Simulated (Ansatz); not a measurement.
`C=C(C)B(F)Cl` + H₂S → `FB(S)Cl` + propene at 700 K and 1 bar (ligand exchange at a B–C bond).

Calculated with Ansatz (gas phase, PBE0-D4/def2-TZVP geometries, no zero-point term in ΔE). CBS: MP2 limit from def2 TZ/QZ plus the TZ coupled-cluster correction, frozen cores. This one scheme is used for every species. Each species was taken in one conformer, which may not be the lowest.

```tsv
species	CCSD(T)/CBS energy (Eh)	H − E (kJ/mol)	S (J/(mol·K))
`C=C(C)B(F)Cl`	-701.62808	285.4	466.2
H₂S	-398.97279	64.8	236.9
`FB(S)Cl`	-982.86970	94.5	367.9
`C=CC`	-117.74610	260.0	340.6
```

H − E and S are ideal-gas, rigid-rotor, harmonic terms from PBE0-D4/def2-TZVP, for one conformer and one mirror image of each species. 1 Eh = 2625.50 kJ/mol, R = 8.31446 J/(mol·K).

**Question.** By hand: ΔE, ΔH, ΔS and ΔG.

**Answer.** ΔE = (-982.86970) + (-117.74610) − (-701.62808) − (-398.97279) = -0.01493 Eh = -39.2 kJ/mol. Δ(H − E) = 94.5 + 260.0 − 285.4 − 64.8 = 4.3, so ΔH = -34.9 kJ/mol. ΔS = 367.9 + 340.6 − 466.2 − 236.9 = 5.4 J/(mol·K). ΔG = -34.9 − 700 × (5.4)/1000 = -38.7 kJ/mol.

**Question.** By hand: the equilibrium constant, and the temperature at which ΔG would vanish if ΔH and ΔS stayed fixed.

**Answer.** log₁₀ K = −ΔG/(RT ln 10) = 2.9. ΔH and −TΔS have one sign here, so there is no such temperature. One of them is within its doubt of zero, so this could turn.

The number of gas molecules stays the same, so ΔS is small and ΔH decides. A doubt of 5 kJ/mol in ΔE shifts log₁₀ K by 0.4 here. Other conformers and mirror images would add mixing entropy, several J/(mol·K) or more a flexible species. Modes under 60 cm⁻¹, often nearly free rotors, make the harmonic entropy too high. These are equilibria of isolated gas molecules and say nothing of rates. Largest T1 diagnostic: 0.012 (customary marks: 0.02 for closed shells, 0.045 for open ones).
